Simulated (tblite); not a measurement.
Problem. Write Cartesian coordinates for `[C]1([C@@H](C1)C)CCC` [radical] as optimised with GFN2-xTB. (Doublet state.)

Solution. 
```xyz
20
C7H13 angstrom
C     -2.9874    0.8683   -0.1391
C     -1.4867    0.7364   -0.3633
C     -0.9601   -0.6211    0.1083
C      0.4887   -0.7622   -0.1165
C      1.5173   -1.6282    0.4686
C      1.6687   -0.1124    0.4633
C      2.7302    0.5142   -0.4129
H     -3.3423    1.8354   -0.4871
H     -3.5239    0.0917   -0.6806
H     -3.2270    0.7762    0.9184
H     -0.9624    1.5290    0.1747
H     -1.2634    0.8537   -1.4256
H     -1.4910   -1.4246   -0.4135
H     -1.1880   -0.7392    1.1815
H      2.1716   -2.1840   -0.1911
H      1.3178   -2.1529    1.3986
H      1.5465    0.4101    1.4126
H      3.6978    0.5005    0.0872
H      2.4728    1.5487   -0.6356
H      2.8154   -0.0288   -1.3509
```

Any rigid rotation of these coordinates is as good. Atoms count from 1 in this order. C4 (carbon bonded to 3 C) is pyramidal (angles 133.5°, 133.3° and 62.6°, sum 329.4°, 0.42 Å off the plane of its three neighbours). The 3-membered ring C4–C5–C6 has internal angles of 58.7° to 62.6°. The 7 C–C bonds span 1.466 Å (C4–C5, drawn single) to 1.531 Å (C2–C3, drawn single), a spread of 0.065 Å.

Bonds between heavy atoms (Å): C1–C2 1.523, C2–C3 1.531, C3–C4 1.473, C4–C5 1.466, C5–C6 1.523, C6–C7 1.512, C4–C6 1.467.

Computed geometry: GFN2-xTB, gas phase. This method treats the open shell by occupation alone, without spin polarisation.

Point group: C1 (no symmetry element, even within 0.4 Å). Its GFN2-xTB frequencies are all real (lowest 48 cm⁻¹). Torsions: C1–C2–C3–C4 179°, C2–C3–C4–C5 159°.

One conformer stands for the species.
